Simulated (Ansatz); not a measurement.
Reaction (SMILES): F[SiH2]F → 2 F atom + 2 H atom + Si atom
B3LYP-D3(BJ)/def2-TZVP geometries, fixed; electronic energies without zero-point terms.
Largest species:
```
Si
F 1 1.5916
F 1 1.5916 2 107.98
H 1 1.4696 2 108.50 3 -117.41
H 1 1.4696 4 114.67 2 121.46
```
Charge 0, spin multiplicity 1.

Basis-set convergence of the atomisation energy at PBE with Ansatz (a program for electronic structure). Cartesian d functions, on some or all atoms, in 6-31G*, 6-31+G*, 6-311G**, 6-311+G**; all else is spherical. The program fits the integrals of some runs and decomposes those of others, by size. Open shells are unrestricted. No added dispersion term, no relativity. Functions are those of the species that has most. Reference: the value in aug-pcseg-3, 440.83 kcal/mol, itself unsure by roughly 0.32 kcal/mol (its mean distance from aug-cc-pV(Q+d)Z, cc-pV(5+d)Z, def2-QZVPPD). Deviations are taken from unrounded values.

```json
[
 {"basis": "6-31G*", "functions": "53", "atomisation energy (kcal/mol)": "435.35"},
 {"basis": "6-31+G*", "functions": "65", "atomisation energy (kcal/mol)": "427.39"},
 {"basis": "def2-SVP", "functions": "56", "atomisation energy (kcal/mol)": "431.87"},
 {"basis": "def2-SVPD", "functions": "86", "atomisation energy (kcal/mol)": "428.52"},
 {"basis": "pcseg-1", "functions": "56", "atomisation energy (kcal/mol)": "424.31"},
 {"basis": "aug-pcseg-1", "functions": "91", "atomisation energy (kcal/mol)": "426.24"},
 {"basis": "cc-pV(D+d)Z", "functions": "61", "atomisation energy (kcal/mol)": "428.12"},
 {"basis": "aug-cc-pV(D+d)Z", "functions": "96", "atomisation energy (kcal/mol)": "427.02"},
 {"basis": "6-311G**", "functions": "75", "atomisation energy (kcal/mol)": "426.64"},
 {"basis": "6-311+G**", "functions": "87", "atomisation energy (kcal/mol)": "422.64"},
 {"basis": "def2-TZVP", "functions": "111", "atomisation energy (kcal/mol)": "439.29"},
 {"basis": "def2-TZVPD", "functions": "141", "atomisation energy (kcal/mol)": "438.74"},
 {"basis": "pcseg-2", "functions": "122", "atomisation energy (kcal/mol)": "439.18"},
 {"basis": "aug-pcseg-2", "functions": "188", "atomisation energy (kcal/mol)": "439.87"},
 {"basis": "cc-pV(T+d)Z", "functions": "127", "atomisation energy (kcal/mol)": "440.63"},
 {"basis": "aug-cc-pV(T+d)Z", "functions": "193", "atomisation energy (kcal/mol)": "439.09"},
 {"basis": "def2-TZVPP", "functions": "132", "atomisation energy (kcal/mol)": "439.55"},
 {"basis": "def2-TZVPPD", "functions": "162", "atomisation energy (kcal/mol)": "438.96"},
 {"basis": "cc-pV(Q+d)Z", "functions": "234", "atomisation energy (kcal/mol)": "442.20"},
 {"basis": "aug-cc-pV(Q+d)Z", "functions": "341", "atomisation energy (kcal/mol)": "440.94"},
 {"basis": "def2-QZVPP", "functions": "244", "atomisation energy (kcal/mol)": "440.38"},
 {"basis": "def2-QZVPPD", "functions": "274", "atomisation energy (kcal/mol)": "440.16"},
 {"basis": "pcseg-3", "functions": "250", "atomisation energy (kcal/mol)": "440.79"},
 {"basis": "aug-pcseg-3", "functions": "357", "atomisation energy (kcal/mol)": "440.83"}
]
```

What the diffuse functions change, pair by pair:
- 6-31G* to 6-31+G*: 12 more functions, deviation -5.49 to -13.44 kcal/mol
- def2-SVP to def2-SVPD: 30 more functions, deviation -8.97 to -12.31 kcal/mol
- pcseg-1 to aug-pcseg-1: 35 more functions, deviation -16.52 to -14.59 kcal/mol
- cc-pV(D+d)Z to aug-cc-pV(D+d)Z: 35 more functions, deviation -12.72 to -13.81 kcal/mol
- 6-311G** to 6-311+G**: 12 more functions, deviation -14.20 to -18.19 kcal/mol
- def2-TZVP to def2-TZVPD: 30 more functions, deviation -1.54 to -2.09 kcal/mol
- pcseg-2 to aug-pcseg-2: 66 more functions, deviation -1.65 to -0.96 kcal/mol
- cc-pV(T+d)Z to aug-cc-pV(T+d)Z: 66 more functions, deviation -0.21 to -1.74 kcal/mol
- def2-TZVPP to def2-TZVPPD: 30 more functions, deviation -1.29 to -1.87 kcal/mol
- cc-pV(Q+d)Z to aug-cc-pV(Q+d)Z: 107 more functions, deviation 1.37 to 0.11 kcal/mol
- def2-QZVPP to def2-QZVPPD: 30 more functions, deviation -0.46 to -0.68 kcal/mol
- pcseg-3 to aug-pcseg-3: 107 more functions, deviation -0.04 to 0.00 kcal/mol

Leaving out the reference's own pair, they bring the value nearer the reference by more than 0.32 kcal/mol in 3 of 11 pairs.
